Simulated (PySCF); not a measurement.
**Radial density of Co (cobalt, neutral)**

UHF, [Ar] 3d9, 2D determinant (an excited configuration). All numbers are calculated (PySCF 2.14, scalar relativity by spin-free X2C-1e, in ANO-RCC-VTZP (6s5p3d2f1g, 59 functions)).

```tsv
r (bohr)	4πr²ρ (e/bohr)	4πr²(ρα − ρβ)
0.000997	0.2423	0.0000
0.00168	0.6090	0.0000
0.00282	1.498	0.0000
0.00474	3.557	0.0000
0.00798	7.947	0.0000
0.0134	15.95	0.0000
0.0226	26.58	0.0000
0.0380	32.71	0.0000
0.0639	27.80	0.0007
0.107	27.48	0.0085
0.181	36.66	0.0702
0.304	21.00	0.3430
0.511	16.01	0.8421
0.860	16.20	0.8656
1.45	5.035	0.3626
2.43	0.8633	0.0639
4.09	0.1126	-0.0054
6.88	0.01241	-0.0036
```

Densities and radii are taken from the X2C orbitals without a picture-change correction, which distorts them close to the nucleus.

Where is the radial spin density 4πr²(ρα − ρβ) most negative, and why is it negative at all?

Around r = 4.09 bohr, down to -0.0054 e/bohr: exchange with the open shell polarises the paired shells in an unrestricted calculation.
